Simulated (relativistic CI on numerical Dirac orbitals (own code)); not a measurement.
**Ga3+: what numerical and physical settings do to a radial Dirac CI calculation**

Reference input:

```
atom Ga  Z=31  charge=3  electrons=28
nucleus A=69  rms_radius_fm=3.9973
hamiltonian dirac-coulomb  breit=on  qed=on  c_scale=1
orbitals kli  potential=per-configuration
slater_scale 1
correlation none
mixing on
grid step=0.0125 r_max=37.3
scf mixing=0.4 start=green max_iterations=150 tolerance=2e-08 node_fill=0.05
configurations
  [Ar] 3d10
  [Ar] 3d9 4s
  [Ar] 3d9 4p
  [Ar] 3d9 4d
  [Ar] 3d8 4s2
end
```

Computed lowest total energy -1939.15412 Ha, first excitation 139054.2 cm⁻¹, 60 SCF steps. Runs with settings changed; * marks those that are bad on purpose:

| Changed | Outcome | Lowest level | ΔE (Ha) | First excitation (cm⁻¹) | SCF steps | Message |
| --- | --- | --- | --- | --- | --- | --- |
| SCF tolerance 0.0001, end of the grid at 26.11 bohr | converged | 3d¹⁰ ¹S0 | -4.41e-07 | 139053.8 | 43 |  |
| Breit term off, SCF tolerance 1e-05 | converged | 3d¹⁰ ¹S0 | -0.851 | 138806.5 | 50 |  |
| start potential thomas-fermi | converged | 3d¹⁰ ¹S0 | -1.39e-11 | 139054.2 | 56 |  |
| node fill of the KLI weights 0, SCF tolerance 1e-10 | converged | 3d¹⁰ ¹S0 | 0.000773 | 139038.8 | 68 |  |
| configuration list: repeat * | refused |  |  |  | 0 | a configuration is listed twice |
| end of the grid at 9.32 bohr * | not converged |  |  |  | 24 | orbital 4s not found |

With so few configurations and no correlation, terms lie too far apart (by 10 to 50 % near neutrality), their order can be wrong, and levels of other configurations are missing.
